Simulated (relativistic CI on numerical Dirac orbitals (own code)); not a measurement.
Computed by Dirac-Coulomb-Breit CI, KLI orbitals optimised for each configuration, model QED (radiative potential, 1s self-energy scaled to tabulated hydrogen-like ionisation energies), unscaled Slater integrals (own radial code, finite nucleus).

Configuration list (outside the closed core 1s2): 2s2.2p4, 2s.2p5, 2p6, 2p5.3s, 2s2.2p3.3s, 2p5.3p, 2p5.3d, 2s2.2p3.3p, 2s2.2p3.3d, 2s.2p4.3s, 2s.2p4.3p, 2s.2p4.3d, 2s2.2p3.4s, 2s2.2p3.4p, 2s2.2p3.4d, 2s2.2p3.4f, 2s2.2p2.3s2, 2s2.2p2.3s.3p, 2s.2p4.4s, 2s2.2p3.5s, 2s.2p4.4p, 2s2.2p2.3s.3d, 2s2.2p3.5p, 2s2.2p2.3p2, 2s.2p4.4d, 2s2.2p3.5d, 2s2.2p3.5f, 2s2.2p3.5g, 2s.2p4.4f, 2s2.2p2.3p.3d, 2s.2p3.3s2, 2s2.2p2.3d2, 2s.2p3.3s.3p, 2s.2p3.3s.3d, 2s.2p3.3p2, 2s.2p4.5s. Levels of other configurations are missing.

At this charge energies of transitions that change n are usually good to better than 1 %, and those within a shell (Δn = 0) to a few per cent.

Outline of the computed level scheme of Ir LXX. Lowest level of each configuration: 2s2.2p4 3P_2 at 0.0 eV; 2s.2p5 3P°_2 at 2118.9 eV; 2p6 1S_0 at 4368.6 eV; 2s2.2p3.3s 3P°_2 at 9367.3 eV; 2s2.2p3.3p 3P_1 at 9498.0 eV; 2s2.2p3.3d 3D°_2 at 10106.6 eV; 2s.2p4.3s 5P_3 at 11406.8 eV; 2s.2p4.3p 5P°_2 at 11545.5 eV.

Some strong electric-dipole decays among the lowest 45 levels: 2s2.2p3.3d 3D°_3 → 2s2.2p4 3P_2 (2.7e+15 s⁻¹); 2s2.2p3.3d 3D°_1 → 2s2.2p4 1S_0 (1.7e+15 s⁻¹); 2s2.2p3.3d 3D°_2 → 2s2.2p4 3P_2 (1.2e+15 s⁻¹); 2s.2p4.3p 3D°_3 → 2s2.2p4 3P_2 (6.2e+14 s⁻¹); 2s2.2p3.3d 3D°_1 → 2s2.2p4 3P_2 (3.2e+14 s⁻¹); 2s2.2p3.3s 1D°_2 → 2s2.2p4 1D_2 (2.6e+14 s⁻¹); 2s.2p4.3s 3P_2 → 2s.2p5 3P°_2 (2.5e+14 s⁻¹); 2s.2p4.3p 5P°_2 → 2s2.2p4 3P_2 (2.5e+14 s⁻¹).

LS names give the leading component of a level, which can be under half, so a name can repeat, a term be missing and a line seem to break the LS rules.
